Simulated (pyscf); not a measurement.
AsH₃ + InH [singlet] -> H₂As–InH₂, an insertion (singlet surface; As–H broken, As–In, H–In formed). Structures and frequencies: ωB97X-D3(BJ)/def2-SVP in PySCF. MP2 and CC: frozen core, UHF for open shells. ΔMP2 is the change of the MP2 total energy from the triple- to the quadruple-zeta basis. Energies in kcal/mol from the separated reactants.

Small-basis levels: PySCF, no dispersion term, spherical d functions. AM1 to PM7: differences of heats of formation from MOPAC. Cost: rough CPU time at the saddle relative to B3LYP/6-31G*+LANL2DZ, from one job on a shared machine.

```
level                             barrier  reaction energy        cost
--------------------------------  -------  ---------------  ----------
SVWN5/6-31G*+LANL2DZ                 25.6            -22.5           1
BP86/6-31G*+LANL2DZ                  33.9            -17.0           1
PBE/6-31G*+LANL2DZ                   31.9            -18.4           2
M06-2X/6-31G*+LANL2DZ                40.9            -18.5           2
B3LYP/6-311+G**+LANL2DZ              42.0            -13.6           1
AM1                                  18.2            -21.7  under 0.02
PM6                                  53.5             +3.7  under 0.02
CCSD(T)/def2-TZVPP + ΔMP2(QZVPP)     34.9            -16.0           –
```

Against the last row the barrier runs from -16.7 (AM1) to +18.6 kcal/mol (PM6). CCSD(T)/def2-TZVPP + ΔMP2(QZVPP) has limits of its own. On the reactant side the descent ends in an adduct with a As–In contact (not fully relaxed), 7.3 kcal/mol under the separated species and 39.2 kcal/mol under the saddle at ωB97X-D3(BJ)/def2-TZVP. What is counted as formed (As–In) is already present as a longer contact in the reactant adduct; forming that adduct is a step of its own. At ωB97X-D3(BJ) the barrier from the zero used here is 31.9 kcal/mol. One saddle was located; it need not be the lowest between these sides. The CCSD(T) − MP2 part came from Ansatz, without density fitting, on the same reference. The frozen core leaves the outer d or s,p core shells of the metals and heavy elements correlated in the MP2 and CC values, and def2-TZVPP describes them poorly, which can shift differences by a few kcal/mol. In the def2 sets elements up to Kr have no core potential. Elements past Kr carry the def2 core potentials, without spin-orbit coupling.
